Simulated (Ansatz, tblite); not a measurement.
Spin states of the cluster Al₂O₃, each relaxed with PBE-D4/def2-SVP in Ansatz. Electronic energies in the gas phase.

The xTB rows come from tblite. HSE06 is defined as in plane-wave codes, on full-range PBE exchange. Correlated methods freeze 13 core orbitals. HOMO above LUMO, or a gap near zero within one spin, warns that the state may not be the lowest or that an electron is smeared out. The structure comes from a short search, and lower isomers may exist.

Singlet geometry (D∞h within 0.1 Å):

```xyz
5

Al    1.546   -0.009   -0.702
Al   -1.546    0.008    0.701
O     3.021   -0.016   -1.371
O    -0.001    0.000   -0.002
O    -3.020    0.017    1.374
```

Triplet geometry (Cs within 0.1 Å):

```csv
atom,x (Å),y (Å),z (Å)
Al1,-0.3032,0.9661,1.1779
Al2,-0.2997,-1.3455,-1.3479
O3,-0.3243,2.0662,2.3846
O4,-0.3185,-0.1793,-0.0554
O5,1.2457,-1.5075,-2.1592
```

Quintet geometry (C2 within 0.1 Å):

Cartesian coordinates in Å:
```
Al -1.025 -1.339 -0.582
Al 0.239 1.731 0.352
O 0.136 -2.229 -1.592
O -0.390 0.194 -0.113
O 1.041 1.643 1.935
```

⟨S²⟩: triplet 2.00 at PBE0-D4/def2-TZVP (pure 2.00), quintet 6.01 at PBE0-D4/def2-TZVP (pure 6.00).

Only these spin states were relaxed.

| level | triplet − singlet (kJ/mol) | quintet − singlet (kJ/mol) | lowest of these | remarks |
| --- | --- | --- | --- | --- |
| HF/STO-3G | -110.0 | -214.9 | quintet | – |
| HF/def2-TZVPP | -19.7 | -22.5 | quintet | – |
| PBE-D4/def2-TZVP | 168.5 | 363.7 | singlet | gap within one spin near zero (triplet) |
| r2SCAN-D4/def2-TZVP | 147.6 | 308.0 | singlet | – |
| MP2/def2-TZVPP | 213.2 | 438.5 | singlet | – |
| CCSD(T)/def2-TZVPP | 171.3 | 354.7 | singlet | large T1 (0.028) (singlet) |

(1) Estimate the rows for GFN1-xTB, HF/def2-TZVP, HSE06-D4/def2-TZVP, PBE-QIDH/def2-TZVP, MP2/def2-TZVP, CCSD/def2-TZVPP.

## Answers

(1) 
```
             level  triplet − singlet (kJ/mol)  quintet − singlet (kJ/mol)  lowest of these                     remarks
          GFN1-xTB                       327.1                       694.4          singlet                           –
      HF/def2-TZVP                       -20.3                       -23.4          quintet                           –
HSE06-D4/def2-TZVP                       142.9                       299.3          singlet                           –
PBE-QIDH/def2-TZVP                       155.6                       324.8          singlet                           –
     MP2/def2-TZVP                       212.6                       437.7          singlet                           –
   CCSD/def2-TZVPP                       149.5                       312.5          singlet  large T1 (0.028) (singlet)
```

The xTB methods have no term that favours high spin, so they put low spin too low.
